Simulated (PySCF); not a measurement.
PySCF input (HF/def2-TZVPD):

```python
from pyscf import gto, scf, dft

mol = gto.M(
    atom='''
    Si   -0.00530264    0.19515623   -0.57467630
    Cl    0.08321521    0.76947482    1.43278793
    C    -1.62142751   -0.72223837   -0.84180217
    C     1.48144119   -0.89515018   -0.92915256
    H    -2.47758171   -0.09279844   -0.59951614
    H    -1.70763727   -1.04026526   -1.88294169
    H    -1.65439938   -1.60992473   -0.20329220
    H     1.47328244   -1.21752657   -1.97248934
    H     1.45141640   -1.78300076   -0.29072556
    H     2.41441578   -0.36541201   -0.73723319
    ''',
    basis='def2-tzvpd',
    charge=0,
    spin=1,
    verbose=4,
)

mf = scf.UHF(mol).density_fit(auxbasis='def2-universal-jkfit')
mf.conv_tol = 1e-9
mf.max_cycle = 100
mf.max_memory = 1500
mf.kernel()
if not mf.converged:
    mf = mf.newton()
    mf.kernel(mf.make_rdm1())
for _ in range(2):
    mo, _, stable, _ = mf.stability(return_status=True)
    if stable:
        break
    mf.kernel(mf.make_rdm1(mo, mf.mo_occ))
mf.analyze()
```

End of the output:

```
Extra cycle  E= -827.754241618625  delta_E= -6.14e-11  |g|= 4.42e-06  |ddm|= 1.32e-05
converged SCF energy = -827.754241618625  <S^2> = 0.75357109  2S+1 = 2.0035679
uhf_internal: lowest eigs of H = [0.36855505 0.40581027 0.42406809]
<class 'pyscf.df.df_jk.DFUHF'> wavefunction is stable in the internal stability analysis
**** SCF Summaries ****
Total Energy =                        -827.754241618625201
Nuclear Repulsion Energy =             206.126695946383279
One-electron Energy =                -1552.767701508794289
Two-electron Energy =                  518.886763943785695
Two-electron Coulomb Energy =          579.421555759996522
DFT Exchange-Correlation Energy =      -60.534791816210827
HOMO-LUMO gap [eV] =                     9.900597933565960
**** MO energy ****
                             alpha | beta                alpha | beta
MO #1   energy= -104.814020257719  | -104.813128585469  occ= 1 | 1
MO #2   energy= -68.8096156436075  | -68.8033152873713  occ= 1 | 1
MO #3   energy= -11.2188310729702  | -11.2171293664157  occ= 1 | 1
MO #4   energy= -11.2188238297065  | -11.2171192159983  occ= 1 | 1
MO #5   energy= -10.543426723923   | -10.5425303958028  occ= 1 | 1
MO #6   energy= -8.01096930470539  | -8.00919333674276  occ= 1 | 1
MO #7   energy= -8.0092454984966   | -8.00846783094344  occ= 1 | 1
MO #8   energy= -8.00893391230628  | -8.00725128712658  occ= 1 | 1
MO #9   energy= -6.15649108007113  | -6.14742430352758  occ= 1 | 1
MO #10  energy= -4.26851915636157  | -4.25602395276333  occ= 1 | 1
MO #11  energy= -4.25999199262951  | -4.25482445823632  occ= 1 | 1
MO #12  energy= -4.25866413510651  | -4.24628572881059  occ= 1 | 1
MO #13  energy= -1.08595494343421  | -1.07868205906648  occ= 1 | 1
MO #14  energy= -0.970759442114719 | -0.962228741481001 occ= 1 | 1
MO #15  energy= -0.944194953271689 | -0.93898108656276  occ= 1 | 1
MO #16  energy= -0.660493902177556 | -0.626054950898983 occ= 1 | 1
MO #17  energy= -0.584737704889575 | -0.579504576932541 occ= 1 | 1
MO #18  energy= -0.581994099226446 | -0.57262438338696  occ= 1 | 1
MO #19  energy= -0.564813235710023 | -0.563323871787347 occ= 1 | 1
MO #20  energy= -0.561669293810318 | -0.555790138167418 occ= 1 | 1
MO #21  energy= -0.498534926968525 | -0.485653778823425 occ= 1 | 1
MO #22  energy= -0.486279722077812 | -0.480306124052249 occ= 1 | 1
MO #23  energy= -0.470233139778246 | -0.45661506873079  occ= 1 | 1
MO #24  energy= -0.433675727331845 | -0.425913128170141 occ= 1 | 1
MO #25  energy= -0.324929428693384 | 0.0389108375205147 occ= 1 | 0
MO #26  energy= 0.0632985252794798 | 0.0771344503375378 occ= 0 | 0
MO #27  energy= 0.0798256696727068 | 0.0821249652010497 occ= 0 | 0
MO #28  energy= 0.0818616411635997 | 0.0838389666194288 occ= 0 | 0
MO #29  energy= 0.0844879170107515 | 0.0965023564418277 occ= 0 | 0
MO #30  energy= 0.107829103694728  | 0.108642350321637  occ= 0 | 0
MO #31  energy= 0.11222583544669   | 0.121323217411431  occ= 0 | 0
MO #32  energy= 0.119034434023359  | 0.124304131061977  occ= 0 | 0
MO #33  energy= 0.141122040765594  | 0.146531181474155  occ= 0 | 0
MO #34  energy= 0.146133664130688  | 0.147530102152095  occ= 0 | 0
MO #35  energy= 0.153085923192365  | 0.162483560870706  occ= 0 | 0
MO #36  energy= 0.175198875638619  | 0.177543243130205  occ= 0 | 0
MO #37  energy= 0.178498134820466  | 0.184927750555868  occ= 0 | 0
MO #38  energy= 0.17933987079716   | 0.186458229500318  occ= 0 | 0
MO #39  energy= 0.200678486835074  | 0.202005881790029  occ= 0 | 0
MO #40  energy= 0.210210913419324  | 0.21328825708991   occ= 0 | 0
MO #41  energy= 0.211924002292762  | 0.21470612579826   occ= 0 | 0
MO #42  energy= 0.228570587841804  | 0.23129670391377   occ= 0 | 0
MO #43  energy= 0.228992342112822  | 0.235929812786326  occ= 0 | 0
MO #44  energy= 0.249146178798526  | 0.252577396130082  occ= 0 | 0
MO #45  energy= 0.261305450461873  | 0.275527062612963  occ= 0 | 0
MO #46  energy= 0.268067905264522  | 0.279193998889299  occ= 0 | 0
MO #47  energy= 0.27525766028383   | 0.281249675146644  occ= 0 | 0
MO #48  energy= 0.279727298727764  | 0.291289080295762  occ= 0 | 0
MO #49  energy= 0.290416966013591  | 0.297936053310208  occ= 0 | 0
MO #50  energy= 0.304506854405351  | 0.315678335458807  occ= 0 | 0
MO #51  energy= 0.315814519582977  | 0.317142247428017  occ= 0 | 0
MO #52  energy= 0.317691206520311  | 0.319779087575386  occ= 0 | 0
MO #53  energy= 0.318341377817128  | 0.325846123214958  occ= 0 | 0
MO #54  energy= 0.326324270948184  | 0.328901305237219  occ= 0 | 0
MO #55  energy= 0.33603508381482   | 0.341124855908157  occ= 0 | 0
MO #56  energy= 0.343879989288409  | 0.348948349202693  occ= 0 | 0
MO #57  energy= 0.358416824474003  | 0.359515033962592  occ= 0 | 0
MO #58  energy= 0.364447524587398  | 0.365239910202093  occ= 0 | 0
MO #59  energy= 0.374041891184465  | 0.378534288062568  occ= 0 | 0
MO #60  energy= 0.37901312309431   | 0.386641702667295  occ= 0 | 0
MO #61  energy= 0.386825164917139  | 0.389664983243073  occ= 0 | 0
MO #62  energy= 0.399566956810081  | 0.400859567759894  occ= 0 | 0
MO #63  energy= 0.407630252614867  | 0.410416276567342  occ= 0 | 0
MO #64  energy= 0.409552362079776  | 0.411165133618686  occ= 0 | 0
MO #65  energy= 0.420703412982408  | 0.42358644821629   occ= 0 | 0
MO #66  energy= 0.422341071034995  | 0.424126032772219  occ= 0 | 0
MO #67  energy= 0.431151408496514  | 0.433077377010199  occ= 0 | 0
MO #68  energy= 0.432547962438202  | 0.436068855359477  occ= 0 | 0
MO #69  energy= 0.441276679048585  | 0.44221208867879   occ= 0 | 0
MO #70  energy= 0.464963236503592  | 0.465406710730157  occ= 0 | 0
MO #71  energy= 0.467405935367038  | 0.470687232955637  occ= 0 | 0
MO #72  energy= 0.471388331088167  | 0.474900935292257  occ= 0 | 0
MO #73  energy= 0.482981735410732  | 0.485365223090873  occ= 0 | 0
MO #74  energy= 0.503177003122475  | 0.503529435092449  occ= 0 | 0
MO #75  energy= 0.512759028830396  | 0.515156937889839  occ= 0 | 0
MO #76  energy= 0.519361685127716  | 0.520894990346348  occ= 0 | 0
MO #77  energy= 0.545162811899365  | 0.550532090370348  occ= 0 | 0
MO #78  energy= 0.555533460831606  | 0.566762646941956  occ= 0 | 0
MO #79  energy= 0.558156918059815  | 0.568969185279548  occ= 0 | 0
MO #80  energy= 0.566906387030573  | 0.576391011116603  occ= 0 | 0
MO #81  energy= 0.567258889151404  | 0.581122303066493  occ= 0 | 0
MO #82  energy= 0.576820300896827  | 0.590460014724624  occ= 0 | 0
MO #83  energy= 0.586686939344243  | 0.600722440001682  occ= 0 | 0
MO #84  energy= 0.606743726070802  | 0.618751675075818  occ= 0 | 0
MO #85  energy= 0.629918939182002  | 0.63691526704367   occ= 0 | 0
MO #86  energy= 0.641625186190691  | 0.646928361661619  occ= 0 | 0
MO #87  energy= 0.671914767739949  | 0.680776663216562  occ= 0 | 0
MO #88  energy= 0.704401818129444  | 0.710500190559898  occ= 0 | 0
MO #89  energy= 0.729514977156418  | 0.737486588753198  occ= 0 | 0
MO #90  energy= 0.738100749408712  | 0.74758463610942   occ= 0 | 0
MO #91  energy= 0.745172566445643  | 0.748049639669038  occ= 0 | 0
MO #92  energy= 0.750967035749931  | 0.759938471464537  occ= 0 | 0
MO #93  energy= 0.779586410561814  | 0.787959517140912  occ= 0 | 0
MO #94  energy= 0.788263300533315  | 0.796221250296977  occ= 0 | 0
MO #95  energy= 0.799975508158952  | 0.803949111901816  occ= 0 | 0
MO #96  energy= 0.837642880357062  | 0.844427766658352  occ= 0 | 0
MO #97  energy= 0.848721053549555  | 0.85056679093323   occ= 0 | 0
MO #98  energy= 0.848739514186046  | 0.854661340876926  occ= 0 | 0
MO #99  energy= 0.864062357424775  | 0.866583647097841  occ= 0 | 0
MO #100 energy= 0.865209128455655  | 0.867371921083485  occ= 0 | 0
MO #101 energy= 0.881975961508467  | 0.884116005647501  occ= 0 | 0
MO #102 energy= 0.888929395871114  | 0.89154943877792   occ= 0 | 0
MO #103 energy= 0.88998284026947   | 0.893795539768945  occ= 0 | 0
MO #104 energy= 0.89865858115303   | 0.902540827959998  occ= 0 | 0
[...]
```

It need not be the lowest isomer of its formula.
